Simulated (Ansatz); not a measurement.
`[GeH3][S][GeH3]` + `[SiH3]S` → `[SiH3][S][GeH3]` + `[SH][GeH3]` at 600 K and 1 bar (ligand exchange at a Ge–S bond).

Program: Ansatz. Geometries: PBE0-D4/def2-TZVP. ΔE: electronic, gas phase. CCSD(T)/CBS adds triple-zeta CCSD(T) − MP2 to the extrapolated MP2 energy (def2 sets, frozen cores). For Ge outer-core shells are correlated without core-valence functions, which leaves a few kJ/mol of doubt a bond. Scalar relativity is left out up to krypton.

```csv
species,CCSD(T)/CBS energy (Eh),H − E (kJ/mol),S (J/(mol·K))
`[GeH3][S][GeH3]`,-4553.63258,186.9,445.2
`[SiH3]S`,-689.27336,126.3,326.2
`[SiH3][S][GeH3]`,-2766.60510,189.6,437.2
`[SH][GeH3]`,-2476.30083,123.6,342.5
```

H − E and S are ideal-gas, rigid-rotor, harmonic terms from PBE0-D4/def2-TZVP. 1 Eh = 2625.50 kJ/mol, R = 8.31446 J/(mol·K).

By hand: ΔE, ΔH, ΔS and ΔG.

ΔE = (-2766.60510) + (-2476.30083) − (-4553.63258) − (-689.27336) = 0.00001 Eh = 0.0 kJ/mol. Δ(H − E) = 189.6 + 123.6 − 186.9 − 126.3 = 0.0, so ΔH = 0.0 kJ/mol. ΔS = 437.2 + 342.5 − 445.2 − 326.2 = 8.3 J/(mol·K). ΔG = 0.0 − 600 × (8.3)/1000 = -5.0 kJ/mol.

By hand: the equilibrium constant, and the temperature at which ΔG would vanish if ΔH and ΔS stayed fixed.

log₁₀ K = −ΔG/(RT ln 10) = 0.4. With ΔH or ΔS at zero there is no such temperature.

TΔS isn't small against ΔH here. The sign of ΔG lies within the doubt. A doubt of 5 kJ/mol in ΔE shifts log₁₀ K by 0.4 here. Modes under 60 cm⁻¹, often nearly free rotors, make the harmonic entropy too high. These are equilibria of isolated gas molecules and say nothing of rates. Largest T1 diagnostic: 0.011 (customary marks: 0.02 for closed shells, 0.045 for open ones).
